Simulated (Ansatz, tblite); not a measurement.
Removing and adding an electron: In3O10H11, a hydroxylated oxide cluster. The state is a singlet with charge 0. Geometry: r2SCAN-D4/def2-SVP. Ansatz, gas phase; energy differences of separate SCF runs; the oxidised species was run as a doublet alone; the reduced species was run as a doublet alone.

```csv
atom,x (Å),y (Å),z (Å)
In1,-0.077,-1.309,-1.414
In2,2.226,0.261,0.093
In3,-1.331,0.801,0.738
O4,-3.327,-0.180,1.479
O5,-1.757,0.138,-1.239
O6,-2.525,2.280,1.429
O7,-0.808,-2.640,-2.715
O8,1.127,0.438,-1.792
O9,-0.503,-1.118,0.718
O10,1.940,-1.780,-0.743
O11,4.032,1.129,-0.029
O12,0.598,1.735,0.595
O13,1.698,-0.538,1.947
H14,-3.742,-0.602,0.711
H15,-3.754,0.693,1.580
H16,-2.013,0.700,-1.981
H17,-2.139,3.164,1.366
H18,-0.080,-3.174,-3.065
H19,0.636,1.273,-1.797
H20,0.319,-1.126,1.310
H21,1.954,-2.418,-0.013
H22,4.301,1.165,-0.958
H23,0.837,2.185,1.420
H24,2.387,-1.077,2.360
```

In the def2 sets In takes a core potential; there is no spin–orbit coupling. The xTB rows come from tblite. HSE06 is defined as in plane-wave codes, on full-range PBE exchange. Single mean-field runs in def2-TZVP are fitted with def2-universal-jkfit. HOMO above LUMO, or a gap near zero within one spin, warns that the state may not be the lowest or that an electron is smeared out.

```json
{"level": "GFN1-xTB", "−HOMO (eV)": "10.96", "vertical IE (eV)": "13.41", "−LUMO (eV)": "7.31", "vertical EA (eV)": "5.34", "HOMO–LUMO gap (eV)": "3.66", "IE − EA (eV)": "8.07", "remarks": "–"}
{"level": "GFN2-xTB", "−HOMO (eV)": "11.77", "vertical IE (eV)": "14.18", "−LUMO (eV)": "9.15", "vertical EA (eV)": "6.92", "HOMO–LUMO gap (eV)": "2.61", "IE − EA (eV)": "7.26", "remarks": "–"}
{"level": "PBE-D4/def2-TZVP", "−HOMO (eV)": "6.17", "vertical IE (eV)": "–", "−LUMO (eV)": "2.83", "vertical EA (eV)": "1.00", "HOMO–LUMO gap (eV)": "3.34", "IE − EA (eV)": "–", "remarks": "HOMO above zero (-1 doublet)"}
{"level": "PBE0-D4/def2-TZVP", "−HOMO (eV)": "7.87", "vertical IE (eV)": "9.61", "−LUMO (eV)": "1.97", "vertical EA (eV)": "0.69", "HOMO–LUMO gap (eV)": "5.90", "IE − EA (eV)": "8.92", "remarks": "HOMO above zero (-1 doublet)"}
{"level": "HSE06-D4/def2-TZVP", "−HOMO (eV)": "7.45", "vertical IE (eV)": "9.52", "−LUMO (eV)": "2.33", "vertical EA (eV)": "0.72", "HOMO–LUMO gap (eV)": "5.12", "IE − EA (eV)": "8.81", "remarks": "HOMO above zero (-1 doublet), gap within one spin near zero (+1 doublet)"}
```

Run but left out: PBE-D4/def2-TZVP (charge +1 doublet: an occupied level 0.02 eV above an empty one).   A HOMO above zero means that the electron is unbound at that level or that self-interaction error raises the level; the energy of removing that electron tells which. Raw xTB energy differences between charge states are shifted by several eV; the methods need an empirical correction for them. Sets without diffuse functions give affinities that are too small.
